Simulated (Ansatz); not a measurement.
`CC[SiH2]P` and `CC[SiH2]CS` differ in one atom or group.

Ansatz, PBE0-D4/def2-TZVP geometries, multiplicity 1. Each molecule was computed in one conformer, which needn't be the lowest.

```csv
property,`CC[SiH2]P`
HOMO energy (PBE0/def2-TZVPP) / eV,-7.38
HOMO energy (ωB97M-V/def2-TZVPP) / eV,-9.49
HOMO–LUMO gap (B3LYP/def2-TZVPP) / eV,7.30
HOMO energy (B3LYP/def2-TZVPP) / eV,-7.17
HOMO–LUMO gap (PBE0/def2-TZVPP) / eV,7.74
size of the dipole moment (B3LYP/def2-TZVPP) / D,1.01
```

Question: Give the same properties after the change, and the shifts. (Best estimate.)

Answer: Computed: 
```json
{"property": "HOMO energy (PBE0/def2-TZVPP) / eV", "`CC[SiH2]CS`": "-6.72", "shift": "0.66"}
{"property": "HOMO energy (ωB97M-V/def2-TZVPP) / eV", "`CC[SiH2]CS`": "-8.94", "shift": "0.55"}
{"property": "HOMO–LUMO gap (B3LYP/def2-TZVPP) / eV", "`CC[SiH2]CS`": "6.54", "shift": "-0.76"}
{"property": "HOMO energy (B3LYP/def2-TZVPP) / eV", "`CC[SiH2]CS`": "-6.49", "shift": "0.68"}
{"property": "HOMO–LUMO gap (PBE0/def2-TZVPP) / eV", "`CC[SiH2]CS`": "7.03", "shift": "-0.71"}
{"property": "size of the dipole moment (B3LYP/def2-TZVPP) / D", "`CC[SiH2]CS`": "1.46", "shift": "0.45"}
```

With PBE0 the HOMO rises by 0.66 eV and the LUMO falls by 0.05 eV, so the gap narrows by about 0.71 eV. PBE moves the HOMO by 0.78 eV and ωB97M-V by 0.55 eV. Dipoles are sizes alone; their direction can turn.

B3LYP here is the variant with VWN-RPA as its local correlation; programs differ in this.
